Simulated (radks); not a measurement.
Q: All-electron atom: As V in [Ar] 3d10 4s1. Calculated with a radial shooting solver on a logarithmic mesh with Libxc functionals: Dirac Kohn-Sham, PBE, spin-unpolarised, spherical densities, point nucleus. Some entries of the table are withheld. Estimate them.

| orbital | occ. | eigenvalue (eV) | <r^2> (bohr^2) | <r> (bohr) |
|---|---|---|---|---|
| 1s1/2 | 2 | -11767.41 | (1) | 0.04549 |
| 2s1/2 | 2 | -1536.735 | 0.04841 | 0.2025 |
| 2p1/2 | 2 | -1378.435 | (2) | 0.1746 |
| 2p3/2 | 4 | -1341.857 | (3) | 0.1783 |
| 3s1/2 | 2 | -240.5090 | 0.4115 | 0.5976 |
| 3p1/2 | 2 | -187.2672 | (4) | 0.6088 |
| 3p3/2 | 4 | -182.2319 | (5) | 0.6192 |
| 3d3/2 | 4 | -91.0280 | 0.5516 | 0.6642 |
| 3d5/2 | 6 | -90.2876 | 0.5587 | 0.6685 |
| 4s1/2 | 1 | -56.9683 | 3.170 | 1.676 |

A: 
(1) 1s1/2 <r^2> (bohr^2): 0.002786
(2) 2p1/2 <r^2> (bohr^2): 0.03745
(3) 2p3/2 <r^2> (bohr^2): 0.03892
(4) 3p1/2 <r^2> (bohr^2): 0.4353
(5) 3p3/2 <r^2> (bohr^2): 0.4502
